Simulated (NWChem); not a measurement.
System: CH7GeNO; SMILES [CH3][Ge@@H]([NH2])[OH]

```xyz
11

C     -0.0933     1.8444    -0.2773
Ge     0.0298    -0.0396     0.2568
N     -1.5076    -0.8902    -0.3355
O      1.5795    -0.7763    -0.3368
H     -0.1172     1.9453    -1.3672
H     -1.0103     2.2775     0.1325
H      0.7673     2.3987     0.1067
H      0.1237    -0.2789     1.7784
H     -1.5174    -1.8851    -0.1242
H     -1.6943    -0.7729    -1.3284
H      1.6940    -0.6237    -1.2877
```
Atoms are numbered in this order, from 1.

Level: B3LYP/6-31G* (spherical d) (NWChem), optimised geometry, unscaled harmonic frequencies. B3LYP is NWChem's, with the RPA form of VWN correlation.

```tsv
frequency (cm⁻¹)	IR intensity (km/mol)
95	0.2
162	20.8
187	12.9
212	11.4
239	91.2
257	71.4
582	34.1
591	139.3
621	54.8
662	102.2
680	53.8
739	0.8
832	65.1
852	46.3
921	31.7
958	126.1
1310	9.5
1498	3.0
1498	3.1
1624	26.7
2146	128.8
3063	5.3
3143	10.4
3157	7.5
3500	3.7
3598	5.0
3758	23.5
```

- zero-point energy: 52.7 kcal/mol
- thermal correction to the enthalpy at 298.15 K (with zero-point energy): 57.9 kcal/mol
- heat capacity Cv: 25.1 cal/(mol K)
- entropy at 298.15 K and 1 atm (symmetry number 1): 82.9 cal/(mol K)
- dipole moment: 2.28 D

Rigid rotor and harmonic oscillator; modes under 100 cm⁻¹ make the entropy uncertain.
